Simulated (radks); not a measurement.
Results of a calculation; reference values are marked as such.
Numerical settings for neutral thallium, [Hg] 6p1. Code: a radial shooting solver on a logarithmic mesh with Libxc functionals. Model: Dirac Kohn-Sham, LDA (Slater exchange, Perdew-Wang correlation), spin-unpolarised, spherical densities, point nucleus; open shells fill j = l - 1/2 first. The defaults (mesh step 0.008 in ln r, mesh end at 40 bohr or more with all orbitals vanishing there, Anderson mixing 0.5 over 9 steps, residual threshold near 1e-9 with the energy settled to 1e-9 hartree or 1e-11 of itself, here a cap of 65 iterations) give E = -20277.850 hartree and 6p1/2 at -3.068 eV in 15 iterations. Run on one thread of a shared host, so times are rough (Intel(R) Xeon(R) 6975P-C): 0.2 s of CPU time, 0.21 s wall, 15 iterations on 2728 mesh points. Changes against that run (0 stands for a change within the tolerance of the run):

setting	iterations	converged	E (mhartree)	e(6p1/2) (meV)	CPU (s)
mesh step in ln r 0.02	15	yes	+0.0012	0	0.07
mesh step in ln r 0.003	15	yes	0	0	0.46
mesh step in ln r 0.005	15	yes	0	0	0.25
mesh end (bohr) 8	15	yes	+4.24	+275	0.15
mesh end (bohr) 400	15	yes	0	0	0.16
residual threshold 1e-16	65	no	0	0	0.38
residual threshold 1e-13	23	yes	0	0	0.23
mixing 0.2	18	yes	0	0	0.21
linear mixing, mixing 0.2	65	no	0	0	0.55
linear mixing, mixing 0.05	65	no	+0.325	-101	0.65
mixing history 3	15	yes	0	0	0.17
iteration cap 5	5	no	+0.0188	+44.9	0.09

Settings that end as converged yet miss the energy by more than 1 mhartree: mesh end (bohr) 8 (+0.00424 hartree). A mesh that ends early acts as a hard wall.
